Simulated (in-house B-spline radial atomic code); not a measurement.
How numerical settings move a run on Rh²⁺, [Kr] 4d7. Computed with an all-electron radial atomic-structure program (B-spline basis): Dirac-Kohn-Sham PBE, spherical fractional occupations, Fermi nucleus of rms radius 4.4945 fm.

Command:
```bash
python run_scf.py task.json out
```
Settings of the sound reference run:
```
Z                45
electrons        43
configuration    [Kr] 4d7
hamiltonian      dirac
method           pbe,pbe
spin_polarised   False
nucleus          fermi
rms_radius       4.4945
mass_number      103
atomic_mass      102.9055
speed_of_light   137.036
knot_spacing     0.22
spline_order     8
gauss_points     12
box_radius       22.22
max_iterations   70
damping          0.5
damped_steps     3
diis_vectors     10
tolerance        1e-08
start            Thomas-Fermi
```

Run time, properties included: 1 s on 1 thread of Arm Neoverse V2, on a shared host.

It converges in 10 iterations to -4783.949853 hartree, with 4d5/2 at -25.5612 eV. The other runs change the listed settings, some to values that make no sense; their results aren't properties of the atom or ion. Radii are in bohr (the nuclear one in fm), a minus after a letter asks for a j subshell, and «unchanged» means within 1e-8 hartree. The run stops when the residual is below 10 × tolerance × max(1, Z/10), or a noise floor if that is larger, and the energy moves by less than 1e-8 × √|E| hartree; so very loose and very tight tolerances often act alike.

```tsv
changed settings	outcome
max_iterations = 100, damped_steps = 0, diis_vectors = 1	not converged after 100 iterations, last residual 5.1e-01, last energy +8.73e+00 hartree from the reference
box_radius = 4.44	converged in 10 iterations, energy +1.91e-02 hartree from the reference, 4d5/2 level +5.4e-01 eV (the program warns: 4d5/2 reaches the box edge; 4s1/2 reaches the box edge)
first_knot = 0.0667	converged in 10 iterations, energy +1.42e+01 hartree from the reference, 4d5/2 level -1.2e-01 eV
box_radius = 11.11	converged in 10 iterations, energy -1.80e-08 hartree from the reference, 4d5/2 level +1.5e-06 eV
box_radius = 2.22	converged in 9 iterations, energy +3.14e+00 hartree from the reference, 4d5/2 level +2.5e+01 eV (the program warns: 4d5/2 reaches the box edge; 3d3/2 reaches the box edge)
first_knot = 0.000222	converged in 10 iterations, energy +1.80e-04 hartree from the reference, 4d5/2 level -1.6e-06 eV
first_knot = 2.22e-06	converged in 9 iterations, energy -1.86e-06 hartree from the reference, 4d5/2 level +1.1e-04 eV
box_radius = 6.67, max_iterations = 60, damping = 0.2	converged in 11 iterations, energy +1.17e-04 hartree from the reference, 4d5/2 level +7.1e-03 eV (the program warns: 4d5/2 reaches the box edge; 4d3/2 reaches the box edge)
gauss_points = 3	converged in 9 iterations, energy +2.28e-04 hartree from the reference, 4d5/2 level +7.8e-05 eV
gauss_points = 8, max_iterations = 100, damping = 0.95, tolerance = 0.0001, start = bare nucleus	converged in 12 iterations, energy unchanged, 4d5/2 level +8.6e-05 eV
first_knot = 2.22e-05	converged in 10 iterations, energy -1.81e-06 hartree from the reference, 4d5/2 level -3.7e-07 eV
electrons = 44, configuration = [Kr] 4d7 3f1, max_iterations = 75	stopped with error: there is no 3f shell
box_radius = 6.67	converged in 10 iterations, energy +1.17e-04 hartree from the reference, 4d5/2 level +7.1e-03 eV (the program warns: 4d5/2 reaches the box edge; 4d3/2 reaches the box edge)
first_knot = 0.00667	converged in 10 iterations, energy +8.25e-03 hartree from the reference, 4d5/2 level -4.9e-04 eV
box_radius = 0.89	converged in 8 iterations, energy +2.48e+02 hartree from the reference, 4d5/2 level +6.4e+02 eV (the program warns: 4d5/2 has a positive eigenvalue: unbound, held by the box; 3d3/2 has a positive eigenvalue: unbound, held by the box)
gauss_points = 8, first_knot = 0.0667, max_iterations = 75, tolerance = 1e-06	converged in 9 iterations, energy +3.50e+01 hartree from the reference, 4d5/2 level -1.2e-01 eV
gauss_points = 5	converged in 10 iterations, energy +3.37e-08 hartree from the reference
```

Q: What happens with box_radius = 3.33?

A: Converged in 9 iterations, energy +2.21e-01 hartree from the reference, 4d5/2 level +3.6e+00 eV (the program warns: 4d5/2 reaches the box edge; 4s1/2 reaches the box edge).

Q: What happens with electrons = 51, configuration = [Kr] 4d7 6s2 6p6, max_iterations = 100?

A: Converged in 13 iterations to -4783.5002 hartree, a different physical problem (warning: 6s1/2 has a positive eigenvalue: unbound, held by the box).

Q: What happens with first_knot = 0.0222, max_iterations = 8, start = bare nucleus?

A: Not converged after 8 iterations, last residual 2.4e-03, last energy +1.05e+00 hartree from the reference.

Q: What happens with gauss_points = 4?

A: Converged in 10 iterations, energy +8.08e-07 hartree from the reference, 4d5/2 level +6.1e-07 eV.
